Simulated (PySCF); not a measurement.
# Radial density of Er (erbium, neutral)

revPBE, [Xe] 4f11 6s2 6p1, one real determinant (an excited configuration). All numbers are calculated (PySCF 2.14, scalar relativity by spin-free X2C-1e, in x2c-TZVPPall).

```tsv
r (bohr)	4πr²ρ (e/bohr)	4πr²(ρα − ρβ)
0.0246	80.72	0.0041
0.0414	99.71	0.0071
0.0696	120.2	0.0031
0.117	92.28	0.0720
0.197	105.3	0.7162
0.331	49.69	2.8721
0.557	54.71	4.0656
0.937	18.39	2.0268
1.58	7.007	0.3342
2.65	1.290	0.1162
4.46	0.6559	0.2503
7.50	0.07687	0.0610
12.6	0.001836	0.0018
```

Densities and radii are taken from the X2C orbitals without a picture-change correction, which distorts them close to the nucleus.

⟨L²⟩ = 36.51 against 56 for a pure K term, so this real determinant mixes terms. Spin-orbit coupling, absent here, splits the open shell strongly. ⟨S²⟩ = 6.15 against 6.00 shows spin contamination.
